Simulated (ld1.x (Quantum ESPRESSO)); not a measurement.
# Scattering properties, RRKJ potential for fluorine

F (Z = 9), norm-conserving RRKJ (Kleinman–Bylander form), made with ld1.x (Quantum ESPRESSO) 7.5 (PBE, scalar-relativistic). Core [He], reference 2s2 2p5. Waves: 2s (bound): rc 0.55 bohr; 2p (bound): rc 1.55 bohr; 3d channel at 0.05 Ry: rc 1.55 bohr. Local part: the d channel. Core correction: Bessel-smoothed model core, default radius (core density twice the valence density).

The phase is arctan(r·u′/u) with u = r·R(r), unwrapped; energies in Ry, scanned from -4 to 5 Ry. A pole is an energy at which the radial function vanishes at the test radius. The pseudo phase is shifted by a multiple of π to meet the all-electron one at the reference energy, and phase errors are pseudo minus all-electron; the curves can meet again beyond the range given. Levels narrower than the energy grid can be missing from the lists of poles.

| channel | radius (bohr) | reference energy (Ry) | poles, all-electron | poles, pseudo | unbroken range about the reference energy with phases within 0.05 rad | phase error 1 Ry above the reference energy (rad) |
| --- | --- | --- | --- | --- | --- | --- |
| s | 1.71 | -2.20 | -1.47 | -1.47 | below 3.2 | -0.001 |
| p | 1.71 | -0.82 | -0.03 | -0.02 | below 2.8 | +0.004 |
| d | 1.71 | 0.05 | none | none | the whole range | +0.000 |

Phases in the p channel:

```csv
E (Ry),all-electron,pseudo
-4.00,1.254,1.255
-3.52,1.225,1.226
-3.04,1.184,1.186
-2.56,1.123,1.125
-2.08,1.014,1.017
-1.60,0.758,0.762
-1.12,-0.133,-0.130
-0.64,-1.204,-1.204
-0.16,-1.524,-1.522
0.32,-1.660,-1.655
0.80,-1.745,-1.737
1.28,-1.815,-1.803
1.76,-1.883,-1.865
2.24,-1.962,-1.932
2.72,-2.062,-2.014
3.20,-2.205,-2.122
3.68,-2.430,-2.279
4.16,-2.800,-2.521
4.64,-3.316,-2.894
```
